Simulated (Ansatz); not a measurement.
Species, as SMILES: O=[SiH] (O-SiH), doublet.
Atoms: Si1, O2, H3. Bonds: Si1-O2, Si1-H3.

Basis-set convergence of the highest harmonic wavenumber at B3LYP with Ansatz (a first-principles code). Each level at its own minimum, finite differences of forces, unscaled; the reference is a large set that could be run, not a limit. All functions are spherical. The program fits the integrals of some runs and decomposes those of others, by size. Open shells are unrestricted. No added dispersion term, no relativity. Reference: the value in pcseg-3, 1907 cm⁻¹, itself unsure by roughly 3 cm⁻¹ (its mean distance from def2-QZVPP, cc-pV(Q+d)Z, aug-pcseg-2). Deviations are taken from unrounded values.

```
basis        functions
-----------  ---------
pcseg-0             24
def2-SV(P)          34
def2-SVP            37
pcseg-1             37
aug-pcseg-1         59
def2-TZVP           74
pcseg-2             78
def2-TZVPP          87
aug-pcseg-2        119
def2-QZVPP         157
pcseg-3            157
```

Which is the smallest set listed that can be trusted to 50 cm⁻¹ here, that is, within that of the reference together with its larger relatives (same family, alike in diffuse functions; a set with none to test it counts only in the reference's own line)?

The smallest set listed that lies within 50 cm⁻¹ of the reference with all its larger relatives (same family, alike in diffuse functions; a set with none counts only in the reference's own line) is def2-SV(P) (34 functions, -7 cm⁻¹ off). Value minus reference: pcseg-0 -179, def2-SV(P) -7, def2-SVP -16, pcseg-1 4, aug-pcseg-1 5, def2-TZVP 1, pcseg-2 -6, def2-TZVPP -1, aug-pcseg-2 -1, def2-QZVPP 1, pcseg-3 0 cm⁻¹.
